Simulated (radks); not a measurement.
The mean radii <r> (bohr) of the occupied orbitals of an atom or ion are listed with their occupations. Calculated with a radial shooting solver on a logarithmic mesh with Libxc functionals: scalar-relativistic Kohn-Sham, PBEsol, spin-polarised, spherical densities, finite nucleus; Fermi nuclear charge, rms radius of each element as measured or else 0.836 A^(1/3) + 0.57 fm.

orbital  occ.      <r>
1s down     1  0.01716
1s up       1  0.01716
2s up       1  0.07238
2s down     1  0.07238
2p up       3  0.06524
2p down     3  0.06524
3s up       1   0.1872
3s down     1   0.1872
3p up       3   0.1882
3p down     3   0.1882
3d up       5   0.1705
3d down     5   0.1705
4s up       1   0.4152
4s down     1   0.4152
4p up       3   0.4420
4p down     3   0.4420
4d up       5   0.4684
4d down     5   0.4682
5s up       1   0.9506
5s down     1   0.9471
4f up       7   0.5164
4f down     7   0.5149
5p up       3    1.094
5p down     3    1.090
5d up       5    1.482
5d down     2    1.490

Name the element and its charge. Open shells, if any, are filled with parallel spins first.

Answer. Z = 78, platinum, charge +3: Pt3+ in [Xe] 4f14 5d7. The 1s radius gives Z: for a bare nucleus <r> = (2 gamma + 1)/(2Z) with gamma = sqrt(1 - (Z/c)^2), 0.01695 bohr for Z = 78, and screening makes it slightly larger (0.01716 here). The occupations add up to 75, and the charge is Z minus that.
